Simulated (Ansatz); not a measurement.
Input file:

```yaml
crystal:
  periodic: [false, false, false]
  atoms:
    - { symbol: O, position_ang: [-1.055156, 1.015452, 0.112873] }
    - { symbol: B, position_ang: [-0.006071, 0.136909, 0.154415] }
    - { symbol: S, position_ang: [0.689909, -0.292083, 1.785249] }
    - { symbol: S, position_ang: [0.749153, -0.557485, -1.358834] }
    - { symbol: H, position_ang: [-1.940883, 0.636772, 0.127582] }
    - { symbol: H, position_ang: [1.684562, -1.102575, 1.357477] }
    - { symbol: H, position_ang: [-0.060315, 0.095009, -2.224462] }
basis:
  gaussian: { orbitals: def2-SVP }
hamiltonian:
  xc: b3lyp
  dispersion: d4
phonons: {}
```

Launched with:

```bash
$ ansatz run input.yaml --threads 1 --pin off --max-ram 2048MiB --backend cpu --events-out ev --progress --plain --runs-dir out
```

Hardware: 1 thread of Arm Neoverse V1 (shared host).

Task: Roughly how long does this run take, and how much memory?

Result: 76 s, with a peak of 0.15 GiB, for 0 ionic steps.
